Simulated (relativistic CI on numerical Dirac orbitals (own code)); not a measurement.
Ti II: what numerical and physical settings do to a radial Dirac CI calculation

Reference input:

```
atom Ti  Z=22  charge=1  electrons=21
nucleus A=48  rms_radius_fm=3.5921
hamiltonian dirac-coulomb  breit=on  qed=on  c_scale=1
orbitals kli  potential=per-configuration
slater_scale 1
correlation none
mixing on
grid step=0.0125 r_max=74.5
scf mixing=0.4 start=green max_iterations=150 tolerance=2e-08 node_fill=0.05
configurations
  [Ar] 3d2 4s
  [Ar] 3d3
end
```

Computed lowest total energy -852.20076 Ha, first excitation 84.1 cm⁻¹, 23 SCF steps. Runs with settings changed; * marks those that are bad on purpose (the QED terms keep the true α when c is scaled):

| Changed | Outcome | Lowest level | ΔE (Ha) | First excitation (cm⁻¹) | SCF steps | Message |
| --- | --- | --- | --- | --- | --- | --- |
| speed of light × 1.25, iteration limit 30 | converged | 3d2 4s 4F_3/2 | 1.51 | 54.5 | 23 |  |
| Slater scale 0.5, QED terms off, nuclear radius 3.2329 fm | converged | 3d2 4s 4F_3/2 | -0.153 | 83.4 | 23 |  |
| start potential previous, SCF mixing 0.2, node fill of the KLI weights 0.5 | converged | 3d2 4s 4F_3/2 | 0.0195 | 100.0 | 24 |  |
| SCF mixing 0.9 | converged | 3d2 4s 4F_3/2 | -1.79e-10 | 84.1 | 21 |  |
| grid step 0.15 * | converged | 3d2 4s 4F_3/2 | 0.000246 | 83.1 | 23 | orbitals of one symmetry overlap by 3.9e-05 |
| iteration limit 6 * | not converged |  |  |  | 6 | SCF of 1s2 2s2 2p6 3s2 3p6 3d2 4s did not converge |

With so few configurations and no correlation, terms lie too far apart (by 10 to 50 % near neutrality), their order can be wrong, and levels of other configurations are missing.
